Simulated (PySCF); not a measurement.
A GIAO shielding run with PySCF 2.14 (density fitting, non-relativistic, gas phase) on `C=CCO[SiH2]Cl`, C$_{3}$H$_{7}$ClOSi:

```
$ OMP_NUM_THREADS=1 python probes_run.py task.json out

{"job": {"kind": "nmr", "xc": "B3LYP", "basis": "pcSseg-1", "pop": false}, "charge": 0, "multiplicity": 1}
C     -2.468587     0.136934    -0.439918
C     -1.156637    -0.070679    -0.541590
C     -0.258591    -0.335447     0.625045
O      0.812974     0.586741     0.680898
Si     2.329220     0.324209     0.091384
Cl     2.329417     0.238764    -1.980552
H     -2.971614     0.144939     0.532931
H     -3.091847     0.303469    -1.322186
H     -0.669800    -0.064790    -1.524064
H      0.129520    -1.372740     0.566837
H     -0.823853    -0.254861     1.567394
H      3.159297     1.473660     0.516375
H      2.851937    -0.989193     0.561762
```

Hardware: 1 thread of an Arm Neoverse N1, shared host.

Task: How large is the calculation?

Result: 64 electrons, 151 basis functions and 830 auxiliary functions.

Task: How long does it take, and how much memory does it need?

Result: 22 s of wall time, with 14 SCF cycles and 4 response iterations; peak memory 0.89 GiB. Times on a shared host scatter by some tens of per cent.

Task: And these other runs on the same molecule and hardware: GIAO shielding at B97-D/pcSseg-1; GIAO shielding at BLYP/pcSseg-1; GIAO shielding at BP86/pcSseg-1; GIAO shielding at HF/pcSseg-1; GIAO shielding at KT2/pcSseg-1; GIAO shielding at KT3/pcSseg-1?

Result: B97-D/pcSseg-1: 151 functions, 30 s; BLYP/pcSseg-1: 151 functions, 31 s; BP86/pcSseg-1: 151 functions, 31 s; HF/pcSseg-1: 151 functions, 13 s; KT2/pcSseg-1: 151 functions, 32 s; KT3/pcSseg-1: 151 functions, 32 s.
